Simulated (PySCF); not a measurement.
# How methods differ on the excitation energy of Ar(2+)

Ar(2+) [Ne] 3s2 3p4 (3P) → Ar(2+) [Ne] 3s1 3p4 4s1 (5P), as a difference of total energies. Calculation: PySCF 2.14, in aug-cc-pwCVTZ (8s7p5d3f, 75 functions); no relativity, point nucleus. Correlated levels: valence: [Ne] frozen. The calculations carry no spin-orbit coupling.

```tsv
method	excitation energy (eV)
UHF	36.084
MP2 (valence)	36.169
SCS-MP2 (valence)	36.375
CCSD (valence)	35.711
CCSD(T) (valence)	34.931
```

Question: How much does correlation contribute at CCSD(T) (valence)?

Answer: 34.931 − (36.084) = -1.153 eV, measured against UHF.

A first-order spin-orbit estimate (lowest level to lowest level, LS coupling) adds -0.007 eV.

The promoted electron is Rydberg-like, and one or two diffuse shells describe it only roughly, which tends to raise the upper state.

The coupled-cluster amplitudes are large for the upper state (T1 above 0.03 or a double amplitude above 0.15), so a single reference is strained.
